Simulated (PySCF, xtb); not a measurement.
C₂H₁₂OSi₃, SMILES [C@@H](O[SiH2][SiH3])([SiH3])C. The values are those of a single conformer.

Harmonic wavenumbers (cm⁻¹) from GFN2-xTB in xtb at its own minimum, in rising order: 23, 52, 63, 114, 117, 160, 218, 232, 301, 380, 407, 442, 473, 485, 541, 551, 629, 697, 718, 758, 765, 778, 783, 807, 813, 828, 833, 984, 1014, 1105, 1129, 1261, 1312, 1400, 1485, 1502, 2129, 2183, 2200, 2241, 2246, 2269, 2286, 2290, 2836, 2999, 3034, 3035.

### Question
What does B3LYP-D3(BJ)/def2-SVP in PySCF give at its own minimum? (Estimate from the structure and the level; the computed values follow.)

### Answer
35, 59, 96, 116, 146, 182, 223, 247, 307, 359, 404, 411, 517, 563, 617, 631, 721, 742, 755, 831, 905, 922, 942, 945, 948, 953, 959, 967, 1017, 1104, 1140, 1272, 1344, 1394, 1459, 1473, 2186, 2203, 2209, 2210, 2214, 2231, 2235, 2240, 2960, 3020, 3098, 3119. Paired by order, the mean absolute difference is 50 cm⁻¹ and the zero-point energies are 77.1 and 79.5 kcal/mol.
